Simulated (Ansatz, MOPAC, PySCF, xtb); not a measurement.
Diatomic YF, closed-shell singlet (the spin of the measured ground state). No spin–orbit coupling.

The constants come from a fifth-degree fit in 1/R (seven points, main isotopes). Runs in def2 and cc sets follow the lowest solution found near the PBE0 minimum. The singlet is held restricted. HF and MP2 rows in def2 and cc sets belong to the determinant that coupled cluster picked by its CCSD energy.

Codes used: Ansatz (Gaussian orbitals); MOPAC for PM6 (differences of heats of formation); PySCF for 3-21G rows, LANL2DZ rows; xtb for the GFN methods.  In def2 rows elements past Kr take small-core potentials, without spin–orbit coupling.

| level | r_e (Å) | ω_e (cm⁻¹) | B_e (cm⁻¹) | ω_e x_e (cm⁻¹) | D_e (eV) | dipole (D) |
|---|---|---|---|---|---|---|
| PM6 | 1.975 | 707 | 0.276 | 2.3 | - | - |
| GFN1-xTB | 1.972 | 274 | 0.277 | 12 | - | - |
| HF/3-21G | 1.902 | 744 | 0.298 | 3.2 | - | 0.68 |
| HF/def2-TZVPP | 1.949 | 625 | 0.283 | 2.5 | - | - |
| HF/def2-QZVPP | 1.945 | 628 | 0.285 | 2.5 | - | - |
| SVWN5/def2-TZVPP | 1.904 | 662 | 0.297 | 2.8 | 8.08 | 1.83 |
| PBE/def2-TZVPP | 1.930 | 630 | 0.289 | 2.7 | - | 1.78 |
| BP86/LANL2DZ | 1.962 | 649 | 0.280 | 2.8 | - | 2.00 |
| r2SCAN/def2-TZVPP | 1.926 | 643 | 0.290 | 2.7 | - | 1.77 |
| B97M-V/def2-TZVPP | 1.927 | 640 | 0.290 | 2.6 | 6.94 | 1.86 |
| B3LYP/LANL2DZ | 1.965 | 653 | 0.279 | 2.7 | - | 2.39 |
| B3LYP/def2-TZVPP | 1.937 | 629 | 0.287 | 2.6 | 6.86 | 2.09 |
| PBE0/def2-TZVPP | 1.922 | 643 | 0.292 | 2.7 | 6.78 | 1.83 |
| BHLYP/def2-TZVPP | 1.931 | 639 | 0.289 | 2.6 | 6.45 | 2.14 |
| CAM-B3LYP/def2-TZVPP | 1.933 | 635 | 0.288 | 2.6 | 7.01 | 2.09 |
| wB97X-V/def2-TZVPP | 1.935 | 631 | 0.287 | 2.6 | 7.04 | 1.88 |
| wB97M-V/def2-TZVPP | 1.936 | 629 | 0.287 | 2.6 | 6.97 | 2.07 |
| B2PLYP/def2-TZVPP | 1.938 | 630 | 0.287 | 2.6 | - | - |
| MP2/def2-TZVPP | 1.938 | 630 | 0.287 | 2.6 | - | - |
| MP2/def2-QZVPP | 1.931 | 631 | 0.289 | 2.4 | - | - |
| MP2/CBS(def2-TZVPP, def2-QZVPP) | 1.929 | 630 | 0.290 | 2.3 | - | - |
| SCS-MP2/def2-TZVPP | 1.945 | 624 | 0.285 | 2.6 | - | - |
| SCS-MP2/def2-QZVPP | 1.938 | 625 | 0.287 | 2.4 | - | - |
| CCSD/def2-TZVPP | 1.944 | 627 | 0.285 | 2.5 | 6.80 | - |
| CCSD/def2-QZVPP | 1.937 | 629 | 0.287 | 2.3 | 6.90 | - |
| CCSD(T)/def2-TZVPP | 1.944 | 627 | 0.285 | 2.6 | 6.96 | - |
| CCSD(T)/def2-QZVPP | 1.937 | 629 | 0.287 | 2.4 | 7.08 | - |
| CCSD(T)/CBS(def2-TZVPP, def2-QZVPP) | 1.934 | 628 | 0.288 | 2.2 | 7.12 | - |

D_e counts from each atom's lowest state at the same level, without counterpoise or zero-point energy.

Correlated levels freeze the inner cores; with def2 sets outer-core shells near the valence are correlated too. CBS: X⁻³ extrapolation of the correlation energy, Hartree–Fock from the larger set. Rows in 3-21G, LANL2DZ carry no dispersion term and start afresh at each structure; the Pople sets are all-electron and without relativity. LANL2DZ brings its own core potentials from Na on. The state that PM6 reach isn't checked.

Doubts at one or more of the structures used: a restricted determinant that unrestricted orbitals would lower (HF/def2-TZVPP, HF/def2-QZVPP, MP2/def2-TZVPP, MP2/def2-QZVPP, MP2/CBS(def2-TZVPP, def2-QZVPP), SCS-MP2/def2-TZVPP, SCS-MP2/def2-QZVPP, CCSD/def2-TZVPP, CCSD/def2-QZVPP, CCSD(T)/def2-TZVPP, CCSD(T)/def2-QZVPP, CCSD(T)/CBS(def2-TZVPP, def2-QZVPP)).

Measured for the ground state: r_e 1.9257 Å, ω_e x_e 2.5 cm-1, B_e 0.29042 cm-1, α_e 0.00163 cm-1 [Huber and Herzberg (1979), NIST Chemistry WebBook]. D_0 7.064 ± 0.14 eV (a handbook's tabulated 298 K bond energy less 3RT/2; such tables hold older values) [Luo, bond dissociation energies, CRC Handbook]. dipole 1.82 D [compilation of Liu, Meijer and Pérez-Ríos].

Ansatz is a program for electronic structure.
